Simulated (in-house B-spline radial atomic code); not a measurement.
Inner levels of platinum as electrons are removed. A shift is the extra binding of the orbital against the neutral atom ([Xe] 4f14 5d3/2(4) 5d5/2(5) 6s1). The density at the nucleus is averaged over the nuclear charge. Computed with a radial B-spline atomic code at the basis-set limit: Dirac-Hartree-Fock, jj configuration that fills j = l - 1/2 first, finite nuclei.

A number in brackets counts the electrons of a j subshell.

| ion | configuration | shift of 2s1/2 (eV) | shift of 2p1/2 (eV) | shift of 4s1/2 (eV) | radius of 2s1/2 (bohr) | radius of 2p1/2 (bohr) | radius of 4s1/2 (bohr) | Σ<r²> (bohr²) | change of density at nucleus (bohr⁻³) |
| --- | --- | --- | --- | --- | --- | --- | --- | --- | --- |
| Pt32+ | [Kr] 4d10 | 1214.2 | 1211.83 | 1098.66 | 0.071687 | 0.059169 | 0.39067 | 4.1024 | -117.65 |
| Pt33+ | [Kr] 4d3/2(4) 4d5/2(5) | ? | ? | ? | ? | ? | ? | ? | ? |
| Pt34+ | [Kr] 4d3/2(4) 4d5/2(4) | 1359.15 | 1358.52 | 1207.7 | 0.071672 | 0.059158 | 0.38728 | 3.6299 | 487.11 |
| Pt35+ | [Kr] 4d3/2(4) 4d5/2(3) | 1433.33 | 1433.62 | 1263.07 | 0.071665 | 0.059153 | 0.38559 | 3.4035 | 801.36 |
| Pt36+ | [Kr] 4d3/2(4) 4d5/2(2) | 1508.64 | 1509.88 | 1318.99 | 0.071656 | 0.059147 | 0.3839 | 3.1834 | 1123.52 |
| Pt37+ | [Kr] 4d3/2(4) 4d5/2(1) | 1585.08 | 1587.32 | 1375.47 | 0.071648 | 0.059141 | 0.38222 | 2.9692 | 1453.59 |
| Pt38+ | [Kr] 4d3/2(4) | ? | ? | ? | ? | ? | ? | ? | ? |
| Pt39+ | [Kr] 4d3/2(3) | 1742.75 | 1745.69 | 1490.56 | 0.071629 | 0.059123 | 0.37884 | 2.5631 | 2155.65 |
| Pt40+ | [Kr] 4d3/2(2) | 1824.01 | 1826.6 | 1549.18 | 0.071618 | 0.059111 | 0.37715 | 2.3705 | 2527.99 |
| Pt41+ | [Kr] 4d3/2(1) | ? | ? | ? | ? | ? | ? | ? | ? |
| Pt42+ | [Ar] 3d10 4s2 4p6 | 1989.94 | 1991.83 | 1668.07 | 0.071596 | 0.059085 | 0.37378 | 2.0005 | 3297.69 |
| Pt43+ | [Ar] 3d10 4s2 4p1/2(2) 4p3/2(3) | 2071.75 | 2075.34 | 1723.44 | 0.071582 | 0.059071 | 0.37221 | 1.8143 | 3734.07 |

(1) Fill in the row of Pt33+.

(2) Fill in the row of Pt38+.

(3) Fill in the row of Pt41+.

## Answers

(1) shift of 2s1/2 (eV): 1286.11; shift of 2p1/2 (eV): 1284.59; shift of 4s1/2 (eV): 1152.9; radius of 2s1/2 (bohr): 0.07168; radius of 2p1/2 (bohr): 0.059164; radius of 4s1/2 (bohr): 0.38897; Σ<r²> (bohr²): 3.8628; change of density at nucleus (bohr⁻³): 180.79.

(2) shift of 2s1/2 (eV): 1662.64; shift of 2p1/2 (eV): 1665.91; shift of 4s1/2 (eV): 1432.5; radius of 2s1/2 (bohr): 0.071639; radius of 2p1/2 (bohr): 0.059135; radius of 4s1/2 (bohr): 0.38055; Σ<r²> (bohr²): 2.7609; change of density at nucleus (bohr⁻³): 1791.61.

(3) shift of 2s1/2 (eV): 1906.4; shift of 2p1/2 (eV): 1908.65; shift of 4s1/2 (eV): 1608.35; radius of 2s1/2 (bohr): 0.071607; radius of 2p1/2 (bohr): 0.059098; radius of 4s1/2 (bohr): 0.37546; Σ<r²> (bohr²): 2.1831; change of density at nucleus (bohr⁻³): 2908.67.
